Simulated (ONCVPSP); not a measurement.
**Before and after: ONCV potential for oxygen (O)**

O, optimised norm-conserving Vanderbilt (ONCV), made with ONCVPSP 4.0.1 (LDA (Perdew-Zunger), fully relativistic). Core [He], reference 2s2 2p3.5 (charge +0.5). Waves: 2s: rc 0.90 bohr, ncon 3, nbas 6, qcut 7.8 1/bohr, 3 projectors, debl 2.4 Ha; 2p: rc 2.05 bohr, ncon 3, nbas 8, qcut 7.7 1/bohr, 1 projector. Local part: polynomial inside 0.75 bohr (lpopt 5, dvloc0 0 Ha). Core correction: Teter function, fcfact 3, rcfact 1.

Open shells are filled in proportion to 2j + 1.

Change: s: qcut 6.5.

Cutoffs: the cutoffs (Ha) at which the residual kinetic energy of the hardest occupied pseudo-wave falls to 1 and 0.1 mHa per electron; they do not see the model core or the augmentation charge, which bear on the density cutoff. Errors are all-electron minus pseudo energies relative to the spin-unpolarised reference configuration.

Q: What does the change do?

A: The potential gets harder (32 Ha and 110 Ha → 90 Ha and 154 Ha); the errors of the 4 common tests hardly move; neither file shows a bound ghost.

| quantity | base | changed |
| --- | --- | --- |
| cutoff, loose | 32 Ha | 90 Ha |
| cutoff, tight | 110 Ha | 154 Ha |
| loose cutoff by channel | s 32 Ha, p 19 Ha | s 90 Ha, p 19 Ha |
| bound ghosts | none | none |
| GHOST(+) flags under 300 eV | none | none |
| error for 2s2 2p4, meV [ΔE -6.37 eV] | +12 | +12 |
| error for 2s2 2p3, meV [ΔE 10.22 eV] | +30 | +30 |
| error for 2s2 2p2, meV [ΔE 43.93 eV] | +498 | +501 |
| error for 2s2 2p0, meV [ΔE 174.85 eV] | +6231 | +6286 |
| s: phases at 0.91 bohr within 0.05 rad from the reference energy up to (Ha; the scan ends near 5) | to the end of the scan | to the end of the scan |
| p3/2: phases at 2.08 bohr within 0.05 rad from the reference energy up to (Ha; the scan ends near 5) | 0.2 | 0.2 |
| p1/2: phases at 2.08 bohr within 0.05 rad from the reference energy up to (Ha; the scan ends near 5) | 0.2 | 0.2 |
| rms error of d²Exc/dni dnj with the model core, mHa | 11.83 | 11.75 |
